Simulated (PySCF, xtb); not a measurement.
In(Br)(Me)(OH) (CH4BrInO), SMILES [OH][In]([Br])[CH3]. Other conformers were not sampled.

Harmonic wavenumbers (cm⁻¹) from GFN2-xTB in xtb at its own minimum, in rising order: 13, 65, 85, 112, 222, 291, 411, 456, 612, 670, 691, 1167, 1396, 1404, 3002, 3018, 3033, 3634.

What does PBE-D3(BJ)/def2-SVP in PySCF 2.14.0 give at its own minimum? (The exact figures need the calculation; the answer reports its results.)

14, 81, 106, 106, 232, 331, 487, 580, 706, 719, 807, 1128, 1376, 1377, 2999, 3119, 3129, 3702. Paired by order, the mean absolute difference is 50 cm⁻¹ and the zero-point energies are 29.0 and 30.0 kcal/mol.
